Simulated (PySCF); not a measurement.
Ligand exchange on a metal centre used in film growth or etching (Ta F-OH). Gas-phase values, no solvent. One relaxed conformer stands for each flexible species; it need not be the lowest.

Calculation: PBE-D3(BJ)/def2-TZVP // r2SCAN-D4/def2-SVP in PySCF 2.14.0. All candidates: neutral, multiplicity 1. 

```json
{
 "HOMO": "-7.52 eV",
 "HOMO–LUMO gap": "5.64 eV",
 "LUMO": "-1.88 eV"
}
```

Q: Name which member has these values.
(A) [Ta(OH)5]
(B) [Ta(F)4(OH)]
(C) [Ta(F)3(OH)2]
(D) [Ta(F)(OH)4]

A: D, [Ta(F)(OH)4]. The others give [Ta(F)4(OH)]: -8.82 eV, 6.20 eV, -2.62 eV; [Ta(OH)5]: -6.89 eV, 5.17 eV, -1.72 eV; [Ta(F)3(OH)2]: -8.43 eV, 5.91 eV, -2.53 eV
